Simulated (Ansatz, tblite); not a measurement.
Forces on Ge(SiH3)4 (Si4GeH12) at its r2SCAN-D4/def2-SVP geometry. The state is a singlet with charge 0.

The xTB rows come from tblite.

GFN2-xTB (tblite), largest force 0.49 eV/Å:

```xyz
17
positions Å, forces eV/Å
Ge    0.001    0.007    0.005    0.000   -0.006   -0.006
Si    2.257    0.250    0.731    0.092    0.011    0.029
H     2.314    1.062    1.984    0.087   -0.268   -0.398
H     3.068    0.932   -0.322   -0.175   -0.225    0.399
H     2.852   -1.094    1.001   -0.098    0.477   -0.056
Si   -1.328   -0.854    1.785   -0.055   -0.037    0.071
H    -0.769   -2.154    2.266   -0.257    0.409   -0.083
H    -2.728   -1.079    1.312    0.418    0.036    0.252
H    -1.354    0.110    2.927   -0.053   -0.374   -0.311
Si   -0.064   -1.509   -1.832   -0.004   -0.060   -0.071
H     0.726   -0.964   -2.978   -0.276   -0.262    0.308
H    -1.474   -1.724   -2.279    0.485    0.002    0.067
H     0.519   -2.825   -1.429   -0.204    0.381   -0.229
Si   -0.865    2.119   -0.681   -0.034    0.087   -0.029
H    -0.656    3.138    0.392   -0.113   -0.253   -0.402
H    -2.329    2.008   -0.960    0.467    0.137    0.062
H    -0.171    2.577   -1.923   -0.280   -0.055    0.397
```

r2SCAN-D4/def2-TZVP (Ansatz), largest force 0.14 eV/Å:

```
Ge -0.001 -0.004 -0.003
Si 0.068 0.008 0.022
H -0.002 -0.073 -0.120
H -0.072 -0.066 0.101
H -0.052 0.131 -0.021
Si -0.042 -0.029 0.050
H -0.056 0.121 -0.041
H 0.131 0.019 0.053
H 0.002 -0.093 -0.106
Si -0.002 -0.047 -0.053
H -0.075 -0.056 0.107
H 0.134 0.019 0.037
H -0.059 0.122 -0.044
Si -0.023 0.064 -0.023
H -0.024 -0.094 -0.101
H 0.139 0.014 0.023
H -0.066 -0.036 0.120
```
